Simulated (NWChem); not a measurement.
System: CH3ClGeO2; SMILES O=[C](O)[GeH2][Cl]

```xyz
8

O     -0.6971    -2.4132     0.1241
C      0.0366    -1.4946    -0.1243
O      1.3165    -1.6283    -0.4593
Ge    -0.6534     0.3688    -0.0451
Cl     0.8788     1.8081    -0.5356
H      1.5165    -2.5818    -0.4587
H     -1.1264     0.6375     1.3874
H     -1.7835     0.4988    -1.0718
```
Atoms are numbered in this order, from 1.

Level: PBE0/def2-SVP (NWChem), optimised geometry, unscaled harmonic frequencies. 

| frequency (cm⁻¹) | IR intensity (km/mol) |
|---|---|
| 32 | 3.2 |
| 99 | 4.0 |
| 267 | 3.3 |
| 346 | 27.6 |
| 352 | 0.5 |
| 435 | 55.5 |
| 565 | 68.1 |
| 667 | 51.3 |
| 699 | 54.6 |
| 744 | 41.0 |
| 772 | 133.6 |
| 860 | 68.4 |
| 1193 | 207.8 |
| 1352 | 66.4 |
| 1862 | 279.1 |
| 2191 | 58.5 |
| 2201 | 88.3 |
| 3736 | 61.5 |

The zero-point energy comes out as 26.2 kcal/mol and the thermal correction to the enthalpy at 298.15 K (with zero-point energy) is 31.0 kcal/mol. The heat capacity Cv is 21.4 cal/(mol K) and the entropy at 298.15 K and 1 atm (symmetry number 1) is 84.8 cal/(mol K). The dipole moment comes out as 0.82 D.

Rigid rotor and harmonic oscillator; modes under 100 cm⁻¹ make the entropy uncertain.
